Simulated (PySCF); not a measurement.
# Radial density of B (boron, neutral)

UHF, [He] 2s1 2p2, high-spin 4P determinant (an excited configuration). Calculation: PySCF 2.14, in aug-cc-pV5Z; no relativity, point nucleus.

```tsv
r (bohr)	4πr²ρ (e/bohr)	4πr²(ρα − ρβ)
0.00490	0.02031	0.0005
0.00825	0.05560	0.0013
0.0139	0.1487	0.0034
0.0233	0.3829	0.0088
0.0393	0.9247	0.0210
0.0660	2.008	0.0449
0.111	3.658	0.0788
0.187	4.989	0.0999
0.314	4.267	0.0921
0.529	1.878	0.2205
0.889	1.023	0.8363
1.50	1.433	1.4308
2.52	0.8534	0.8534
4.23	0.1278	0.1278
7.12	0.002660	0.0027
```
